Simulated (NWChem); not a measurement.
System: SbF5; SMILES [F][Sb]([F])([F])([F])[F]

Parts of the log:

```
             Northwest Computational Chemistry Package (NWChem) 7.3.0
             --------------------------------------------------------

 CS  symmetry detected

                             Geometry "geometry" -> ""
                             -------------------------

 Output coordinates in angstroms (scale by  1.889725989 to convert to a.u.)

  No.       Tag          Charge          X              Y              Z
 ---- ---------------- ---------- -------------- -------------- --------------
    1 Sb                  51.0000     0.00022847     0.00013246     0.00000000
    2 F                    9.0000     0.00169427     0.00110488    -1.89377300
    3 F                    9.0000     0.00169427     0.00110488     1.89377300
    4 F                    9.0000     1.85198461     0.34922587     0.00000000
    5 F                    9.0000    -1.23233110     1.42542048     0.00000000
    6 F                    9.0000    -0.62433670    -1.77760672     0.00000000

 Effective nuclear repulsion energy (a.u.)     790.2068176971

      Symmetry information
      --------------------

 Group name             Cs
 Group number              2
 Group order               2
 No. of unique centers     5

                                 NWChem DFT Module
                                 -----------------

 Summary of "ao basis" -> "ao basis" (spherical)
 ------------------------------------------------------------------------------
       Tag                 Description            Shells   Functions and Types
 ---------------- ------------------------------  ------  ---------------------
 Sb                         def2-svp                10       26   4s4p2d
 F                          def2-svp                 6       14   3s2p1d

      Symmetry analysis of basis
      --------------------------

        a'         62
        a"         34

            General Information
            -------------------
          SCF calculation type: DFT
          Wavefunction type:  closed shell.
          No. of atoms     :     6
          No. of electrons :    68
           Alpha electrons :    34
            Beta electrons :    34
          Charge           :     0
          Spin multiplicity:     1
          Use of symmetry is: on ; symmetry adaption is: on
          Maximum number of iterations: 150
          AO basis - number of functions:    96
                     number of shells:    40
          Convergence on energy requested:  1.00D-06
          Convergence on density requested:  1.00D-05
          Convergence on gradient requested:  5.00D-04

              XC Information
              --------------
                         B3LYP Method XC Potential
                     Hartree-Fock (Exact) Exchange  0.200
                        Slater Exchange Functional  0.800 local
                    Becke 1988 Exchange Functional  0.720 non-local
              Lee-Yang-Parr Correlation Functional  0.810
                  VWN I RPA Correlation Functional  0.190 local

             Grid Information
             ----------------
          Grid used for XC integration:  medium
          Radial quadrature: Mura-Knowles
          Angular quadrature: Lebedev.
          Tag              B.-S. Rad. Rad. Pts. Rad. Cut. Ang. Pts.
          ---              ---------- --------- --------- ---------
          Sb                  1.45      123           6.0       590
          F                   0.50       49           8.0       434
          Grid pruning is: on
          Number of quadrature shells:   319
          Spatial weights used:  Erf1

      Superposition of Atomic Density Guess
      -------------------------------------

 Sum of atomic energies:        -774.07487119

      Non-variational initial energy
      ------------------------------

 Total energy =    -735.875866
 1-e energy   =   -1987.487804
 2-e energy   =     814.547111
 HOMO         =      -0.618055
 LUMO         =      -0.132498

      Symmetry analysis of molecular orbitals - initial
      -------------------------------------------------

  Numbering of irreducible representations:

     1 a'          2 a"

  Orbital symmetries:

     1 a'          2 a'          3 a'          4 a"          5 a'
     6 a'          7 a"          8 a'          9 a'         10 a'
    11 a'         12 a'         13 a'         14 a"         15 a"
    16 a"         17 a'         18 a'         19 a'         20 a'
    21 a"         22 a'         23 a'         24 a"         25 a"
    26 a'         27 a'         28 a'         29 a'         30 a'
    31 a"         32 a'         33 a"         34 a"         35 a'
    36 a'         37 a'         38 a"         39 a'         40 a'
    41 a'         42 a"         43 a"         44 a"

   convergence    iter        energy       DeltaE   RMS-Dens  Diis-err
 ---------------- ----- ----------------- --------- --------- ---------
 d= 0,ls=0.0,diis     1   -738.9363310748 -1.18D+03  3.18D-02  1.88D+00
 d= 0,ls=0.0,diis     2   -738.6958670853  2.40D-01  1.60D-02  5.19D+00
 d= 0,ls=0.0,diis     3   -739.1662424222 -4.70D-01  1.34D-03  2.31D-02
 d= 0,ls=0.0,diis     4   -739.1679396979 -1.70D-03  4.01D-04  2.45D-03
 d= 0,ls=0.0,diis     5   -739.1680181258 -7.84D-05  2.07D-04  1.25D-03
  Resetting Diis
 d= 0,ls=0.0,diis     6   -739.1681247107 -1.07D-04  2.19D-05  1.54D-05
 d= 0,ls=0.0,diis     7   -739.1681259950 -1.28D-06  2.44D-06  3.69D-08
 d= 0,ls=0.0,diis     8   -739.1681259967 -1.67D-09  1.09D-06  1.08D-08

         Total DFT energy =     -739.168125996652
      One electron energy =    -1985.864202372068
           Coulomb energy =      881.575090982009
    Exchange-Corr. energy =      -71.943841997546
 Nuclear repulsion energy =      437.064827390952

 Numeric. integr. density =       67.999996127115

                  Occupations of the irreducible representations
                  ----------------------------------------------

                     irrep           alpha         beta
                     --------     --------     --------
                     a'               23.0         23.0
                     a"               11.0         11.0

                       DFT Final Molecular Orbital Analysis
                       ------------------------------------

 Vector   32  Occ=2.000000D+00  E=-4.418253D-01  Symmetry=a'
              MO Center=  2.0D-02,  1.3D-02,  8.2D-14, r^2= 4.0D+00
   Bfn.  Coefficient  Atom+Function         Bfn.  Coefficient  Atom+Function
  ----- ------------  ---------------      ----- ------------  ---------------
    30      0.440398  2 F  px                44      0.440398  3 F  px
    33     -0.307438  2 F  px                47     -0.307438  3 F  px
    58      0.144873  4 F  px                73     -0.143744  5 F  py
    61     -0.116184  4 F  px                76      0.110468  5 F  py
    86     -0.104960  6 F  px                14     -0.094387  1 Sb px

 Vector   33  Occ=2.000000D+00  E=-4.310126D-01  Symmetry=a"
              MO Center= -2.7D-01, -1.8D-01, -5.9D-14, r^2= 3.9D+00
   Bfn.  Coefficient  Atom+Function         Bfn.  Coefficient  Atom+Function
  ----- ------------  ---------------      ----- ------------  ---------------
    31      0.388625  2 F  py                45     -0.388625  3 F  py
    88     -0.320555  6 F  pz                34     -0.265572  2 F  py
    48      0.265572  3 F  py                74      0.253549  5 F  pz
    91      0.221754  6 F  pz                77     -0.175382  5 F  pz
    60      0.067784  4 F  pz                63     -0.046877  4 F  pz

 Vector   34  Occ=2.000000D+00  E=-4.308886D-01  Symmetry=a"
              MO Center=  2.8D-01,  1.8D-01, -1.6D-13, r^2= 3.9D+00
   Bfn.  Coefficient  Atom+Function         Bfn.  Coefficient  Atom+Function
  ----- ------------  ---------------      ----- ------------  ---------------
    30      0.388529  2 F  px                44     -0.388529  3 F  px
    60      0.332090  4 F  pz                33     -0.265475  2 F  px
    47      0.265475  3 F  px                63     -0.229616  4 F  pz
    74     -0.224131  5 F  pz                77      0.154995  5 F  pz
    88     -0.107023  6 F  pz                91      0.074017  6 F  pz

 Vector   35  Occ=0.000000D+00  E=-1.704494D-01  Symmetry=a'
              MO Center=  2.0D-03,  1.2D-03,  6.0D-15, r^2= 3.0D+00
   Bfn.  Coefficient  Atom+Function         Bfn.  Coefficient  Atom+Function
  ----- ------------  ---------------      ----- ------------  ---------------
     3      0.813181  1 Sb s                  4      0.537346  1 Sb s
     1     -0.333476  1 Sb s                  2     -0.256433  1 Sb s
    32      0.255044  2 F  pz                46     -0.255044  3 F  pz
    58     -0.251970  4 F  px                87      0.241180  6 F  py
    61      0.234311  4 F  px                90     -0.224452  6 F  py

[...]

                         DFT ENERGY GRADIENTS

    atom               coordinates                        gradient
                 x          y          z           x          y          z
   1 Sb      0.000432   0.000250   0.000000    0.000032   0.000002   0.000000
   2 F       0.003202   0.002088  -3.578712    0.000004   0.000008   0.006243
   3 F       0.003202   0.002088   3.578712    0.000004   0.000008  -0.006243
   4 F       3.499743   0.659941   0.000000   -0.006102  -0.001168   0.000000
   5 F      -2.328768   2.693654   0.000000    0.004031  -0.004714   0.000000
   6 F      -1.179825  -3.359190   0.000000    0.002033   0.005864   0.000000
```

Level: B3LYP/def2-SVP with def2 effective core potentials on Sb. The geometry was optimised at PBE0/def2-SVP. Not confirmed as a minimum by frequencies. def2 effective core potentials on Sb; no spin-orbit coupling.

Q: Which NWChem input produces such a log?

A: This is not unique; one that fits is the input that was run:
```
start job
memory heap 200 mb stack 900 mb global 1100 mb
geometry units angstroms noautoz
  Sb    -0.000469    -0.000280     0.000000
  F      0.000921     0.000798     1.893773
  F      0.000921     0.000798    -1.893773
  F      1.820455     0.484594     0.000000
  F     -1.334907     1.330105     0.000000
  F     -0.492061    -1.819284     0.000000
end
basis spherical
  Sb library def2-svp
  F library def2-svp
end
ecp
  Sb library def2-ecp
end
dft
  xc b3lyp
  iterations 150
end
task dft gradient
```
